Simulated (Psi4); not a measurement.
GeTe, triplet, geometry from GFN2-xTB (the spin is typed, not shown lowest) (all electrons, no relativity); BP86/3-21G in Psi4.

Here is a job for Psi4.
```
memory 2 GB

molecule mol {
0 3
Ge   -0.000000   -0.000000   -1.581567
Te    0.000000    0.000000    0.973272
}

set {
  basis 3-21g
  reference uks
  scf_type pk
}

energy('bp86')
print_variables()
```

Output, abridged:

```
   => Loading Basis Set <=

    Name: 3-21G
    Role: ORBITAL
    Keyword: BASIS

         ---------------------------------------------------------
                                   SCF
               by Justin Turney, Rob Parrish, Andy Simmonett
                          and Daniel G. A. Smith
                              UKS Reference
         ---------------------------------------------------------

  ==> Geometry <==

    Molecular point group: c2v
    Full point group: C_inf_v

    Geometry (in Angstrom), charge = 0, multiplicity = 3:

       Center              X                  Y                   Z               Mass
    ------------   -----------------  -----------------  -----------------  -----------------
         GE           0.000000000000     0.000000000000    -1.628286890725    73.921177761000
         TE           0.000000000000     0.000000000000     0.926552109275   129.906222748000

  Running in c2v symmetry.

  Rotational constants: A = ************  B =      0.05482  C =      0.05482 [cm^-1]
  Rotational constants: A = ************  B =   1643.44002  C =   1643.44002 [MHz]
  Nuclear repulsion =  344.660026935114104

  Charge       = 0
  Multiplicity = 3
  Electrons    = 84
  Nalpha       = 43
  Nbeta        = 41

  ==> Algorithm <==

  SCF Algorithm Type is PK.
  DIIS enabled.
  MOM disabled.
  Fractional occupation disabled.
  Guess Type is SAD.
  Energy threshold   = 1.00e-06
  Density threshold  = 1.00e-06
  Integral threshold = 1.00e-12

  ==> Primary Basis <==

  Basis Set: 3-21G
    Blend: 3-21G
    Number of shells: 23
    Number of basis functions: 56
    Number of Cartesian functions: 56
    Spherical Harmonics?: false
    Max angular momentum: 2

  ==> DFT Potential <==

   => LibXC <=

    Version 7.1.2
    S. Lehtola, C. Steigemann, M. J. T. Oliveira, and M. A. L. Marques,  SoftwareX 7, 1–5 (2018) (10.1016/j.softx.2017.11.002)

   => Composite Functional: BP86 <=

    BP86 GGA Exchange-Correlation Functional

    A. D. Becke, Phys. Rev. A, 38, 3098-3100, 1988
    J. P. Perdew, Phys. Rev. B, 33, 8822, 1986

    Deriv               =              1
    GGA                 =           TRUE
    Meta                =          FALSE

    Exchange Hybrid     =          FALSE
    MP2 Hybrid          =          FALSE

   => Exchange Functionals <=

    1.0000     XC_GGA_X_B88

   => Correlation Functionals <=

    1.0000     XC_GGA_C_P86

   => LibXC Density Thresholds  <==

    XC_GGA_C_P86:  1.00E-15
    XC_GGA_X_B88:  1.00E-15

   => Molecular Quadrature <=

    Radial Scheme          =       TREUTLER
    Pruning Scheme         =           NONE
    Nuclear Scheme         =       TREUTLER

    Blocking Scheme        =         OCTREE
    BS radius alpha        =              1
    Pruning alpha          =              1
    Radial Points          =             75
    Spherical Points       =            302
    Total Points           =          40509
    Total Blocks           =            377
    Max Points             =            256
    Max Functions          =             51
    Weights Tolerance      =       1.00E-15

  ==> Integral Setup <==

  Using in-core PK algorithm.
   Calculation information:
      Number of atoms:                   2
      Number of AO shells:              23
      Number of primitives:             57
      Number of atomic orbitals:        56
      Number of basis functions:        56

      Integral cutoff                 1.00e-12
      Number of threads:                 1

  Performing in-core PK
  Using 2548812 doubles for integral storage.
  We computed 27761 shell quartets total.
  Whereas there are 38226 unique shell quartets.

  ==> DiskJK: Disk-Based J/K Matrices <==

    J tasked:                  Yes
    K tasked:                   No
    wK tasked:                  No
    Schwarz Cutoff:          1E-12

  Minimum eigenvalue in the overlap matrix is 1.2829153834E-03.
  Reciprocal condition number of the overlap matrix is 3.0748237756E-04.
    Using symmetric orthogonalization.

  ==> Pre-Iterations <==

  SCF Guess: Superposition of Atomic Densities via on-the-fly atomic UHF (no occupation information).

   -------------------------
    Irrep   Nso     Nmo
   -------------------------
     A1        29      29
     A2         3       3
     B1        12      12
     B2        12      12
   -------------------------
    Total      56      56
   -------------------------

  ==> Iterations <==

                        Total Energy        Delta E     RMS |[F,P]|

   @UKS iter SAD: -8647.39100473224789   -8.64739e+03   0.00000e+00
    Occupation by irrep:
             A1    A2    B1    B2
    DOCC [    20,    3,    9,    9 ]
    SOCC [     1,    0,    0,    1 ]
    NA   [    21,    3,    9,   10 ]
    NB   [    20,    3,    9,    9 ]

   @UKS iter   1: -8652.92395664830474   -5.53295e+00   3.25253e-02 DIIS/ADIIS
   @UKS iter   2: -8652.72280125062753    2.01155e-01   2.04846e-02 DIIS/ADIIS
    Occupation by irrep:
             A1    A2    B1    B2
    DOCC [    21,    3,    9,    8 ]
    SOCC [     0,    0,    0,    2 ]
    NA   [    21,    3,    9,   10 ]
    NB   [    21,    3,    9,    8 ]

   @UKS iter   3: -8651.99823327569356    7.24568e-01   2.95373e-02 DIIS/ADIIS
   @UKS iter   4: -8653.53644627628091   -1.53821e+00   3.58343e-03 DIIS/ADIIS
   @UKS iter   5: -8653.55170470980192   -1.52584e-02   6.07233e-04 DIIS/ADIIS
   @UKS iter   6: -8653.55228784519204   -5.83135e-04   1.44420e-04 DIIS/ADIIS
   @UKS iter   7: -8653.55232846788022   -4.06227e-05   3.76937e-05 DIIS
   @UKS iter   8: -8653.55233162043623   -3.15256e-06   2.25322e-05 DIIS
   @UKS iter   9: -8653.55233265044262   -1.03001e-06   1.27317e-06 DIIS
   @UKS iter  10: -8653.55233265807692   -7.63430e-09   8.75065e-07 DIIS
  Energy and wave function converged.

  ==> Post-Iterations <==

   Electrons on quadrature grid:
      Nalpha   =   42.9999991093 ; deviation = -8.907e-07
      Nbeta    =   40.9999991712 ; deviation = -8.288e-07
      Ntotal   =   83.9999982805 ; deviation = -1.719e-06

   @Spin Contamination Metric:   5.311427552E-04
   @S^2 Expected:                2.000000000E+00
   @S^2 Observed:                2.000531143E+00
   @S   Expected:                1.000000000E+00
   @S   Observed:                1.000000000E+00

    Orbital Energies [Eh]
    ---------------------

    Alpha Occupied:

[...]
      10B2    -0.145711

    Alpha Virtual:

[...]
      29A1   220.035247

    Beta Occupied:

[...]
    Beta Virtual:

[...]
    Final Occupation by Irrep:
             A1    A2    B1    B2
    DOCC [    21,    3,    9,    8 ]
    SOCC [     0,    0,    0,    2 ]
    NA   [    21,    3,    9,   10 ]
    NB   [    21,    3,    9,    8 ]

  @UKS Final Energy: -8653.55233265807692

   => Energetics <=

    Nuclear Repulsion Energy =            344.6600269351141037
    One-Electron Energy =              -12640.6396028241724707
    Two-Electron Energy =                3893.4211675095002647
    DFT Exchange-Correlation Energy =    -250.9939242785179374
    Empirical Dispersion Energy =           0.0000000000000000
    VV10 Nonlocal Energy =                  0.0000000000000000
    Total Energy =                      -8653.5523326580769208

  UHF NO Occupations:
  HONO-2 :   21 A1 1.9997779
  HONO-1 :    9 B2 1.0000000
  HONO-0 :   10 B2 1.0000000
  LUNO+0 :   22 A1 0.0002221
  LUNO+1 :   23 A1 0.0000198
  LUNO+2 :   10 B1 0.0000196
  LUNO+3 :   24 A1 0.0000021

Computation Completed

Properties will be evaluated at   0.000000,   0.000000,   0.000000 [a0]

Properties computed using the SCF density matrix

 Multipole Moments:

 ------------------------------------------------------------------------------------
     Multipole            Electronic (a.u.)      Nuclear  (a.u.)        Total (a.u.)
 ------------------------------------------------------------------------------------

 L = 1.  Multiply by 2.5417464519 to convert [e a0] to [Debye]
 Dipole X            :          0.0000000            0.0000000            0.0000000
 Dipole Y            :          0.0000000            0.0000000            0.0000000
 Dipole Z            :          7.4226038           -7.4161750            0.0064288
 Magnitude           :                                                    0.0064288

 ------------------------------------------------------------------------------------

  Variable Map:
  ----------------------------------------------------------------------------
[...]
  Array Variable Map:
  ----------------------------------------------------------------------------
[...]
[...]
```
